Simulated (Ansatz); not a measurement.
## Worked example: C2H6Sn + C2H6N → C2H5Sn + C2H7N

Species: C2H6Sn `C=[CH][SnH3]`, singlet; C2H6N `C[N]C`, doublet; C2H5Sn `C=[CH][SnH2]`, doublet; C2H7N (dimethylamine) `CNC`, singlet. A radical takes H: the energy is the difference in strength between the Sn–H bond broken and the N–H bond made.

Shapes, held fixed at every level: PBE0-D4/def2-TZVP. Flexible molecules stand in one conformer, not always the lowest. Programs: Ansatz 0.2.0. The zero-point and thermal change to 298 K, harmonic and unscaled (PBE0-D4/def2-TZVP), is +17.3 kJ/mol.

At CCSD(T)/def2-TZVPP; 1 Eh = 2625.50 kJ/mol:

```
species  energy (Eh)
 C2H6Sn  -293.273971
  C2H6N  -134.269957
 C2H5Sn  -292.647472
  C2H7N  -134.929906
```

Problem. Work out ΔH(298 K) of the reaction at this level.

Solution. 
1. Products less reactants: (-292.647472) + (-134.929906) − [(-293.273971) + (-134.269957)] = -0.033450 Eh = -87.8 kJ/mol.
2. With the thermal change: -87.8 + (+17.3) = -70.5 kJ/mol.

Other levels give -82.7 (MP2/def2-SVP) to -61.2 kJ/mol (BHLYP-D4/def2-TZVPP). No measured value is set beside it here. Spin contamination: C2H5Sn (⟨S²⟩ up to 0.83). Open shells run unrestricted unless RO is named. For atoms past krypton def2 sets carry core potentials with scalar relativity. Correlated rows may include outer-core shells of Sn, which these sets cover unevenly.
